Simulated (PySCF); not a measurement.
Working with the constants of RuF⁺

UHF-CCSD(T) constants of RuF⁺, ⁵Δ (quintet), unpaired electrons σ ↑, π ↑↑, δ ↑ (PySCF, scalar-relativistic core potentials, basis sets Ru def2-TZVPPD with ECP28, F def2-TZVPPD; masses 101.9043 and 18.9984 u):

```
ωe                  : 712.4 cm⁻¹
ωexe                : 2.93 cm⁻¹
Be                  : 0.31675 cm⁻¹
αe                  : 0.00176 cm⁻¹
D (centrifugal)     : 2.5e-07 cm⁻¹
De to Ru⁺ (4d7) + F : 3.47 eV
```

Give the vibrational terms G(v) and spacings up to v = 6.

G(v) = ωe(v+½) − ωexe(v+½)².

```csv
v,G(v) (cm⁻¹),G(v) − G(v−1),Bv (cm⁻¹)
0,355.5,,0.3159
1,1062.0,706.5,0.3141
2,1762.7,700.7,0.3123
3,2457.5,694.8,0.3106
4,3146.5,689.0,0.3088
5,3829.6,683.1,0.3071
6,4506.8,677.2,0.3053
```

How well does the Morse estimate ωe²/(4ωexe) reproduce De, and what is D0?

It gives 5.37 eV, 155 % of the computed De. D0 = De − G(0) = 3.47 − 0.04 = 3.43 eV.

Correlated steps freeze 1 core orbital. These are scalar-relativistic numbers at best; spin–orbit coupling would shift them, the dissociation energy most. For an ion De counts to the pair picked by the measured ionisation energies or electron affinities, which need not be the lowest pair at this level. The state is the lowest single determinant that the PBE0 search found; with open d or f shells the true ground state can be another one.
